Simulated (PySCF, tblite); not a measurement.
Species: C6H10BNO.
Structure used (GFN2-xTB), in Å, numbered top down from 1:
```
atom  x, y, z in Å
C1    -1.8624   -0.0608    2.0359
C2    -0.8431    0.3676    1.2919
B3    -0.5123   -0.1162   -0.1516
C4    -1.4469   -1.1358   -0.9109
C5     0.7428    0.4771   -0.8691
C6     0.7176    0.9202   -2.1296
C7     2.0436    0.6440   -0.1408
N8     2.2139   -0.2232    0.8900
O9     2.8967    1.4518   -0.4423
H10   -2.0608    0.3182    3.0273
H11   -2.5459   -0.8161    1.6817
H12   -0.2083    1.1321    1.7307
H13   -1.7354   -1.9812   -0.2894
H14   -2.3759   -0.6368   -1.1872
H15   -1.0084   -1.5287   -1.8244
H16   -0.1675    0.8556   -2.7404
H17    1.5865    1.3866   -2.5690
H18    1.4941   -0.8694    1.1593
H19    3.0617   -0.1758    1.4304
```

Jobs on this species (19 atoms, 66 electrons) with PySCF (density fitting) and tblite. Hardware of each: an Arm Neoverse V2 with one thread (shared host). Times come from a shared host and carry two figures at best.

```csv
level and settings,work,basis functions,SCF cycles,wall time
GFN2-xTB,Hessian by finite differences,–,–,0.55 s
PBE0/pcSseg-1,"shieldings, charges and field gradients",203,?,?
GFN2-xTB,L-BFGS relaxation,–,–,0.66 s
```

Fill in the missing figures.

- PBE0/pcSseg-1; shieldings, charges and field gradients: 38 s, 15 SCF cycles

What do all jobs in the table cost together?

About 39 s; the longest takes about 97 % of that, and about 69 times as long as the shortest.
